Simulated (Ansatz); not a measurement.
Start from `[NH2][Ti]([NH2])([OH])[OH]` and change one atom or group to get `[NH2][Ti]([OH])([OH])[OH]`.

Ansatz, PBE0-D4/def2-TZVP geometries, multiplicity 1. Each molecule was computed in one conformer, which needn't be the lowest.

Scalar relativity is left out up to krypton.

```json
{"property": "HOMO–LUMO gap (PBE0/def2-TZVPP) / eV", "`[NH2][Ti]([NH2])([OH])[OH]`": "6.11"}
{"property": "LUMO energy (ωB97M-V/def2-TZVPP) / eV", "`[NH2][Ti]([NH2])([OH])[OH]`": "1.07"}
{"property": "HOMO–LUMO gap (B3LYP/def2-TZVPP) / eV", "`[NH2][Ti]([NH2])([OH])[OH]`": "5.57"}
{"property": "size of the dipole moment (PBE/def2-TZVPP) / D", "`[NH2][Ti]([NH2])([OH])[OH]`": "0.78"}
{"property": "size of the dipole moment (B3LYP/def2-TZVPP) / D", "`[NH2][Ti]([NH2])([OH])[OH]`": "0.81"}
{"property": "HOMO energy (PBE/def2-TZVPP) / eV", "`[NH2][Ti]([NH2])([OH])[OH]`": "-5.62"}
```

Give the same properties after the change, and the shifts. (An estimate is asked.)

The calculation gave: 
```
                                        property  `[NH2][Ti]([OH])([OH])[OH]`  shift
            HOMO–LUMO gap (PBE0/def2-TZVPP) / eV                         6.37   0.26
           LUMO energy (ωB97M-V/def2-TZVPP) / eV                         0.95  -0.12
           HOMO–LUMO gap (B3LYP/def2-TZVPP) / eV                         5.82   0.25
  size of the dipole moment (PBE/def2-TZVPP) / D                         1.43   0.65
size of the dipole moment (B3LYP/def2-TZVPP) / D                         1.49   0.68
               HOMO energy (PBE/def2-TZVPP) / eV                        -6.00  -0.38
```

With PBE0 the HOMO falls by 0.42 eV and the LUMO falls by 0.16 eV, so the gap widens by about 0.26 eV. PBE moves the HOMO by -0.38 eV and ωB97M-V by -0.44 eV. The zero-point energy changes by -31.6 kJ/mol with -3 modes. Dipoles are sizes alone; their direction can turn.

B3LYP here is the variant with VWN-RPA as its local correlation; programs differ in this.
